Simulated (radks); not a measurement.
The numbers below are computed, except where a source is named.
Task: Radial electron density D(r) = 4 pi r^2 rho(r) of an atom or ion with 48 electrons. Level of theory: Dirac Kohn-Sham, PBE, spin-unpolarised, spherical densities, point nucleus (a radial shooting solver on a logarithmic mesh with Libxc functionals).

| r (bohr) | D(r) (e/bohr) |
|---|---|
| 0.001267 | 4.464 |
| 0.001663 | 6.959 |
| 0.002165 | 10.56 |
| 0.002842 | 15.93 |
| 0.003701 | 23.17 |
| 0.004858 | 33.02 |
| 0.006326 | 44.75 |
| 0.008303 | 58.00 |
| 0.01081 | 69.86 |
| 0.01419 | 77.83 |
| 0.01848 | 78.93 |
| 0.02426 | 74.01 |
| 0.03158 | 69.52 |
| 0.04146 | 74.23 |
| 0.05398 | 89.29 |
| 0.07085 | 101.8 |
| 0.09226 | 95.33 |
| 0.1211 | 78.45 |
| 0.1577 | 78.43 |
| 0.207 | 88.51 |
| 0.2695 | 71.91 |
| 0.3538 | 39.02 |
| 0.4606 | 32.59 |
| 0.6046 | 36.80 |
| 0.7873 | 24.63 |
| 1.033 | 9.850 |
| 1.346 | 3.515 |
| 1.766 | 0.9090 |
| 2.3 | 0.1039 |
| 3.019 | 0.002897 |

What is the nuclear charge?

Result: Z = 59. The innermost maximum, from 1s, lies near gamma/Z bohr with gamma = sqrt(1 - (Z/c)^2) = 0.903, here 0.0153 bohr (found: 0.0168), and its height grows with Z. The density is that of the praseodymium ion Pr11+ in [Kr] 4d10 5s2; the configuration itself is not fixed sharply by these data, and Z only to a few units. D(r) has 4 maxima, at r = 0.0168, 0.0743, 0.209, 0.576 bohr, and minima at 0.0326, 0.138, 0.425 bohr, inside which lie 2.01, 11.19, 29.02 electrons.
